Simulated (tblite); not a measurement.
Species: C₇H₈F (doublet state).
SMILES with atom numbers: `[CH:1]#[C:2][CH2:3]/[C:4](=[C:5]\[CH3:6])[CH2:7][F:8]` (hydrogens: H9 on C1; H10, H11 on C3; H12, H13, H14 on C6; H15, H16 on C7)

Structure used (GFN2-xTB), in Å, numbered top down from 1:
```xyz
16
C7H8F angstrom
C      2.1326    1.8873    0.9036
C      1.4095    1.3844    0.0915
C      0.5277    0.7257   -0.8408
C     -0.0454   -0.5540   -0.1972
C     -1.2610   -0.6712    0.2314
C     -2.5182    0.0317    0.4155
C      0.9659   -1.6696   -0.1225
F      1.3403   -2.0695   -1.3906
H      2.7704    2.3540    1.5929
H      1.0817    0.4349   -1.7373
H     -0.2873    1.3951   -1.1220
H     -2.4035    1.1154    0.2861
H     -2.9016   -0.1443    1.4218
H     -3.2573   -0.3299   -0.3000
H      1.8816   -1.3308    0.3765
H      0.5570   -2.5502    0.3796
```

Computed with GFN2-xTB (tblite): harmonic, unscaled wavenumbers at the GFN2-xTB geometry, gas phase. Errors from tens to a few hundred cm⁻¹ against measured bands are possible. One conformer, not necessarily the lowest. Open shells enter through the occupations alone, without spin polarisation, and single modes of such species can be off by tens of per cent.

Harmonic wavenumbers (cm⁻¹): 36.6, 60.4, 64.1, 123.1, 154.2, 193.0, 277.7, 299.5, 322.4, 411.8, 455.9, 584.1, 635.8, 650.1, 776.0, 911.9, 929.7, 992.5, 997.3, 1015.7, 1017.8, 1082.0, 1094.1, 1157.8, 1208.2, 1240.2, 1300.8, 1374.4, 1425.4, 1432.2, 1433.0, 1451.3, 1820.8, 2275.9, 2881.1, 2926.7, 2955.6, 2968.7, 2979.1, 2983.2, 2998.0, 3398.9.

A = 1935, B = 1735, C = 1037 MHz; mass 111.061 u (most abundant isotopes); point group C1, symmetry number 1; spin multiplicity 2.

Zero-point energy?

½Σν̃ = 26648 cm⁻¹ = 318.79 kJ/mol.

Give the ideal-gas entropy at 273.15 K and 1 bar in the rigid-rotor, harmonic-oscillator model (classical rotation).

Translation 165.78, rotation 119.88, vibration 117.96, spin (R ln 2) 5.76: S = 409.4 J/(mol K).

And Cp and H(273.15 K) − H(0)?

Cp = 139.35 J/(mol K), of which vibrations give 106.09 (their classical limit is 42 R = 349.2); H(273.15 K) − H(0) = 25.03 kJ/mol without the zero-point energy, 15.95 from vibrations.

Blend soft modes into free rotors: weight 1/[1 + (100 cm⁻¹/ν̃)⁴] for the oscillator and the rest for a rotor with moment μB/(μ + B), μ = h/(8π²ν), B = 10⁻⁴⁴ kg m². What vibrational entropy results?

104.35 J/(mol K) in place of 117.96, which changes −T·S at 273.15 K by +3.72 kJ/mol.

How do the functions run with temperature in this model?

| T (K) | S (J/(mol K)) | Cp (J/(mol K)) | H − H(0) (kJ/mol) | G − H(0) (kJ/mol) | ln q(vib) |
| --- | --- | --- | --- | --- | --- |
| 50 | 254.1 | 60.2 | 2.27 | -10.43 | 0.84 |
| 100 | 302.7 | 81.5 | 5.84 | -24.43 | 2.36 |
| 298.15 | 421.9 | 147.7 | 28.62 | -97.18 | 7.80 |
| 373.15 | 457.7 | 172.0 | 40.62 | -130.19 | 9.66 |
| 500 | 513.2 | 207.7 | 64.78 | -191.83 | 12.67 |
| 750 | 607.7 | 258.1 | 123.47 | -332.31 | 18.20 |
| 1000 | 686.8 | 291.4 | 192.42 | -494.41 | 23.22 |

q(vib) and H(0) count from the zero-point level.

What must be added to the electronic energy to get the Gibbs energy at 273.15 K and 1 bar?

ZPE + [H(273.15 K) − H(0)] − T·S = 318.79 + 25.03 − 111.82 = 232.00 kJ/mol.

Hindered rotation and anharmonicity are outside this model. Other conformers, if any are populated, would add a mixing term that is left out. The structure is chiral; the term R ln 2 for an equal mix with its mirror image is left out.
